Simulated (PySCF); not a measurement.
**Dipole response of Al⁻ (aluminium, charge -1)**

[Ne] 3s2 3p2, high-spin 3P determinant. Calculation: PySCF 2.14, in dyall-acv3z (19s12p6d4f, 113 functions); no relativity, point nucleus. Coupled (time-dependent) response in atomic units; α is the mean over directions.

```tsv
method	mean α (bohr³)	α xx, yy, zz	C₆ (like pair)	S(−4)
UHF	335.5	156.4, 425.0, 425.0	6105	112900
```

S(−4) is the Cauchy moment in α(ω) = α(0) + S(−4) ω² + …

α(iu) at UHF:

| u (hartree) | α(iu) (bohr³) |
| --- | --- |
| 0 | 335.5 |
| 0.0500 | 208.5 |
| 0.100 | 124.4 |
| 0.200 | 57.22 |
| 0.300 | 31.93 |
| 0.500 | 13.81 |
| 0.750 | 6.765 |
| 1.00 | 4.044 |
| 1.50 | 1.980 |
| 2.00 | 1.216 |
| 3.00 | 0.6333 |
| 5.00 | 0.2872 |

A single London oscillator, α(iu) = α/(1 + u²/ω²), gives C₆ = (3/4) ω α². Matching the computed C₆ needs ω = 4 × 6105 / (3 × 335.5²) = 0.0723 hartree.

For an ion, C₆ is the dispersion term alone; charge-induced terms of lower order in 1/R come first.

The components differ because the open shell of this determinant is not spherical; for a pure term their mean is the scalar polarisability.
